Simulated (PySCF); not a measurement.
Members of one series of related molecules.

All values: PBE0/def2-SVPD (PySCF) at GFN2-xTB geometries, gas phase, one conformer each. Core orbitals are frozen in the response; Δα² is half the sum of the squared differences of the principal polarisabilities.

(1) Rank by dipole moment, highest first.
A. `[H]/[N:4]=[C:3](/[C:2]#[CH:1])[CH2:5][CH2:6][S:7][SiH3:8]` with C2–C3–C5–C6 178°, C3–C5–C6–S7 177°, C5–C6–S7–Si8 72°
B. `[H]/[N:4]=[C:3](/[C:2]#[N:1])[CH2:5][CH2:6][S:7][SiH3:8]` with C2–C3–C5–C6 -56°, C3–C5–C6–S7 -177°, C5–C6–S7–Si8 -178°
C. `[H]/[N:3]=[C:2](/[CH3:1])[CH2:4][CH2:5][S:6][SiH3:7]` with C1–C2–C4–C5 87°, C2–C4–C5–S6 173°, C4–C5–S6–Si7 68°

(2) Rank by mean static polarisability, highest first.
A. `[SiH3]SCC/C(C#C)=N\[H]`
B. `[H]/N=C(/C)CCS[SiH3]`
C. `C(S[SiH3])C/C=N\[H]`
D. `[H]/N=C(/C#N)CCS[SiH3]`

Results:

(1) B (3.49 D), C (2.05 D), A (1.80 D).

(2) A (16.93 Å³), D (15.98 Å³), B (15.56 Å³), C (13.87 Å³).

All values together:

```csv
SMILES,change,formula,μ (D),HOMO (eV),LUMO (eV),α (Å³),Δα (Å³),electrons,α per electron (Å³)
[H]/N=C\CCS[SiH3],parent,C3H9NSSi,1.71,-6.98,-0.47,13.87,6.01,64,0.217
[H]/N=C(/C#N)CCS[SiH3],H on C replaced by CN,C4H8N2SSi,3.49,-7.22,-2.14,15.98,6.20,76,0.210
[H]/N=C(/C#C)CCS[SiH3],H on C replaced by ethynyl,C5H9NSSi,1.80,-7.06,-1.32,16.93,6.24,76,0.223
[H]/N=C(/C)CCS[SiH3],H on C replaced by CH3,C4H11NSSi,2.05,-6.95,-0.33,15.56,5.88,72,0.216
```

Conformers: `[H]/[N:1]=[CH:2]\[CH2:3][CH2:4][S:5][SiH3:6]` with N1–C2–C3–C4 124°, C2–C3–C4–S5 179°, C3–C4–S5–Si6 -80°; `[H]/[N:4]=[C:3](/[C:2]#[N:1])[CH2:5][CH2:6][S:7][SiH3:8]` with C2–C3–C5–C6 -56°, C3–C5–C6–S7 -177°, C5–C6–S7–Si8 -178°; `[H]/[N:4]=[C:3](/[C:2]#[CH:1])[CH2:5][CH2:6][S:7][SiH3:8]` with C2–C3–C5–C6 178°, C3–C5–C6–S7 177°, C5–C6–S7–Si8 72°; `[H]/[N:3]=[C:2](/[CH3:1])[CH2:4][CH2:5][S:6][SiH3:7]` with C1–C2–C4–C5 87°, C2–C4–C5–S6 173°, C4–C5–S6–Si7 68°.

Q: Give the shifts from the parent, `[H]/N=C\CCS[SiH3]`.

A: 
```csv
SMILES,change in μ (D),change in HOMO (eV),change in LUMO (eV),change in mean α (Å³)
[H]/N=C(/C#N)CCS[SiH3],+1.78,-0.24,-1.67,+2.11
[H]/N=C(/C#C)CCS[SiH3],+0.09,-0.08,-0.85,+3.06
[H]/N=C(/C)CCS[SiH3],+0.34,+0.03,+0.14,+1.69
```
